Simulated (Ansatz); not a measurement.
A structure relaxed at PBE0-D4/def2-TZVP, charge 0, multiplicity 1:

```xyz
12

C     1.734    0.065   -1.208
Al    0.022   -0.045   -0.252
Al   -2.226   -0.748   -1.337
Si    0.047    0.515    2.155
H     2.469   -0.594   -0.731
H     1.679   -0.198   -2.266
H     2.139    1.080   -1.129
H    -3.219    0.317   -1.995
H    -2.723   -2.265   -1.360
H     1.338    1.076    2.654
H    -0.241   -0.704    2.972
H    -1.020    1.502    2.497
```

Give its formula and SMILES.

CH8Al2Si, `[CH3][Al]([AlH2])[SiH3]`.

Summarise the bond lengths by kind.

1 × Al–C 1.964 Å; 3 × C–H 1.092 to 1.096 Å; 1 × Al–Al 2.593 Å; 1 × Al–Si 2.472 Å; 2 × Al–H 1.597 Å; 3 × H–Si 1.493 to 1.495 Å.

Results of the Gaussian-basis code of Ansatz.
